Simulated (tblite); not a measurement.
Run record: tight-binding relaxation, `B/C=C1/C=C[Si@@H]1C`.

Computed with GFN2-xTB geometry optimisation, gas phase (tblite 0.8.0). Start geometry: from a force field or distance geometry. The command runs a driver script over a list of jobs; the input below is this job's line of settings and its coordinates in Å.

Command:
```bash
OMP_NUM_THREADS=1 python probes_run.py task.json out
```

Input:
```
{"job": {"kind": "relax", "xc": "GFN2-xTB", "basis": "xTB"}, "charge": 0, "multiplicity": 1}
B      2.219800    -0.939000     0.825100
C      1.694900     0.527000     0.541400
C      0.548800     0.733900    -0.080800
C     -0.129400     1.969200    -0.454400
C     -1.180500     1.396100    -1.016600
Si    -0.714000    -0.345900    -0.775400
C     -1.805000    -1.302600     0.359400
H      2.752500    -1.099900     1.891300
H      2.715000    -1.497200    -0.107300
H      2.328800     1.317400     0.905700
H      0.119600     2.999900    -0.305800
H     -2.047500     1.847200    -1.494500
H     -0.301600    -0.991200    -2.006300
H     -2.841700    -0.872800     0.361600
H     -1.914200    -2.317000    -0.055600
H     -1.453000    -1.416100     1.400900
```

Q: Give the output.

A: 
```
step      E/eV     max force
  0    -492.76377    3.715
  1    -493.10737    1.841
  2    -493.24895    1.291
  3    -493.34851    0.786
  4    -493.44129    0.541
  5    -493.48000    0.501
  6    -493.49863    0.375
  7    -493.51550    0.281
  8    -493.52785    0.322
  9    -493.54208    0.294
... (119 lines left out)
129    -493.75649    0.020
130    -493.75660    0.019
131    -493.75672    0.020
132    -493.75682    0.018
133    -493.75688    0.017
134    -493.75691    0.013
135    -493.75694    0.018
136    -493.75697    0.015
137    -493.75700    0.012
138    -493.75701    0.009
```

«max force» is the largest atomic force in eV/Å.

Q: From which step on does the largest force stay under 0.1 eV/Å, and how much energy is left to gain from there?

A: From step 105 (0.062 eV/Å), 8.3 meV above the end.

Main results: energy lowered by 22.9 kcal/mol over 138 steps; largest atomic force 0.009 eV/Å at the end.

Q: Estimate the wall time. Hardware: an AMD EPYC 7B13 with one thread, shared host with 64 logical CPUs at a one-minute load of 9.4.

A: About 1.0 s.
Labels such as C1 count atoms from 1, the log's own numbers from 0.
